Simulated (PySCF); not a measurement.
## ScOCl: from structure and modes to constants

Level of theory: PBE0 in PySCF with Sc def2-TZVP, O def2-TZVP, Cl def2-TZVP; no relativity; density-fitted integrals.

The singlet minimum has Cs symmetry. Masses (u): Sc 44.95591, O 15.99492, Cl 34.96885.

```xyz
3
charge 0 multiplicity 1, angstrom
Sc   -0.5000    0.0000   -0.5349
O    -2.0102    0.0000    0.1528
Cl    1.5596    0.0000    0.6138
```

Harmonic wavenumbers (cm⁻¹): 134.1 (a', ×1), 393.2 (a', ×1), 1006.2 (a', ×1).

Task: Find the principal moments of inertia and the rotational constants. What kind of rotor is it?

Result: About the centre of mass I = 15.114, 172.23, 187.34 u Å². With B = 16.8576/I this gives 1.115, 0.09788, 0.08998 cm⁻¹. The molecule is an asymmetric top with κ = -0.98.

Task: What is the harmonic zero-point energy?

Result: Half the sum of all 3 wavenumbers, 1534/2 = 767 cm⁻¹, which is 9.2 kJ/mol (1 cm⁻¹ = 0.0119627 kJ/mol).

This need not be the most stable arrangement of these atoms.
